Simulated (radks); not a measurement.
Excited configurations of Gd II: one electron is placed in a higher orbital outside [Xe] 4f7 5d1. The ground configuration is [Xe] 4f7 5d1 6s1. Method: scalar-relativistic Kohn-Sham, r2SCAN, spin-unpolarised, spherical densities, finite nucleus; meta-GGA in the generalised Kohn-Sham scheme; Fermi nuclear charge, rms radius 5.1569 fm; computed with a radial shooting solver on a logarithmic mesh with Libxc functionals. Excitation = E - E(ground); binding = E(ion) - E, where the ion is the core of charge +2; n* = 2/sqrt(2 binding) in atomic units, and the quantum defect is n - n*.

5f: excitation (eV) 8.273; binding (eV) 3.395; quantum defect 0.996; eigenvalue (eV) -2.362; <r> (bohr) 8.777
6p: excitation (eV) 3.468; binding (eV) 8.199; quantum defect 3.424; eigenvalue (eV) -6.200; <r> (bohr) 4.716
6d: excitation (eV) 6.982; binding (eV) 4.686; quantum defect 2.592; eigenvalue (eV) -3.439; <r> (bohr) 7.394
6f: excitation (eV) 9.405; binding (eV) 2.263; quantum defect 1.096; eigenvalue (eV) -1.696; <r> (bohr) 15.19
7s: excitation (eV) 6.240; binding (eV) 5.427; quantum defect 3.833; eigenvalue (eV) -4.291; <r> (bohr) 7.756
7p: excitation (eV) 7.432; binding (eV) 4.236; quantum defect 3.416; eigenvalue (eV) -3.338; <r> (bohr) 9.419
7d: excitation (eV) 8.842; binding (eV) 2.826; quantum defect 2.611; eigenvalue (eV) -2.178; <r> (bohr) 13.28
7f: excitation (eV) 10.066; binding (eV) 1.601; quantum defect 1.170; eigenvalue (eV) -1.240; <r> (bohr) 23.08

The Delta-SCF ionisation energy is 11.668 eV (NIST Atomic Spectra Database: 12.08 eV, semi-empirical). Self-interaction in the functional shifts the binding energies and quantum defects, so they are the method's values and not measured ones. Spin polarisation and multiplet splitting are left out, so open shells lie too high by an amount that depends on their filling. Spin-orbit splitting is averaged out at the scalar-relativistic level.

Beside tabulated values, note that spin-unpolarised runs miss the spin-polarisation part of the exchange energy of open shells.
